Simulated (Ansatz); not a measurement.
Start from `C[O][Ga]([OH])[OH]` and change one atom or group to get `[OH][Ga]([OH])[Br]`.

Ansatz, PBE0-D4/def2-TZVP geometries, multiplicity 1. Each molecule was computed in one conformer, which needn't be the lowest.

Scalar relativity is left out up to krypton.

```csv
property,`C[O][Ga]([OH])[OH]`
size of the dipole moment (ωB97M-V/def2-TZVPP) / D,0.20
HOMO energy (ωB97M-V/def2-TZVPP) / eV,-10.41
size of the dipole moment (PBE/def2-TZVPP) / D,0.20
HOMO energy (B3LYP/def2-TZVPP) / eV,-7.75
LUMO energy (ωB97M-V/def2-TZVPP) / eV,0.96
LUMO energy (PBE0/def2-TZVPP) / eV,-0.81
```

**Question.** What does the change do to each property? (Best estimate.)

**Answer.** Ansatz gave: 
| property | `[OH][Ga]([OH])[Br]` | shift |
| --- | --- | --- |
| size of the dipole moment (ωB97M-V/def2-TZVPP) / D | 1.48 | 1.28 |
| HOMO energy (ωB97M-V/def2-TZVPP) / eV | -10.97 | -0.56 |
| size of the dipole moment (PBE/def2-TZVPP) / D | 1.45 | 1.25 |
| HOMO energy (B3LYP/def2-TZVPP) / eV | -8.45 | -0.70 |
| LUMO energy (ωB97M-V/def2-TZVPP) / eV | 0.54 | -0.42 |
| LUMO energy (PBE0/def2-TZVPP) / eV | -1.30 | -0.49 |

With PBE0 the HOMO falls by 0.74 eV and the LUMO falls by 0.49 eV, so the gap widens by about 0.25 eV. PBE moves the HOMO by -0.97 eV and ωB97M-V by -0.56 eV. Dipoles are sizes alone; their direction can turn.

B3LYP here is the variant with VWN-RPA as its local correlation; programs differ in this.

Spin–orbit coupling is left out; it splits and shifts lone-pair levels of the heavy atoms by tenths of an eV.
